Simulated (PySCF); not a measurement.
Cost against size for one kind of job: PySCF, GIAO PBE0/pcSseg-1 NMR shielding, non-relativistic, gas phase; work: shieldings, charges and field gradients. Hardware: x86-64 server, one thread (shared host). The host was shared with other jobs, so the times are rough.

```tsv
species (SMILES)	atoms	electrons	basis functions	SCF cycles	wall time
C[c+]1cc1	9	28	93	11	?
CCC(C)=S	13	48	132	13	17 s
C=CC(=C)C(C)=S	15	60	166	14	?
CCc1ccsc1	15	60	166	14	?
C=C/C(F)=C(\Cl)CF	13	70	168	14	32 s
C=C[P@@](=C)(C)[C@H](C)CC	26	80	245	14	46 s
```

Estimate the withheld figures.

`C[c+]1cc1`: 3.4 s; `C=CC(=C)C(C)=S`: 20 s; `CCc1ccsc1`: 23 s.

With all rows, how does the wall time grow with the number of basis functions N?

A straight line through log(time) against log(N) has slope 2.7 between N = 93 and 245, and the rows scatter about it by a factor of about 1.4 (standard error of the fit). This is a fit to these rows, whose iteration counts differ, not the method's formal scaling.

Which species took longest, and how many times the shortest run?

`C=C[P@@](=C)(C)[C@H](C)CC`, at 46 s: about 14 times the shortest (3.4 s).
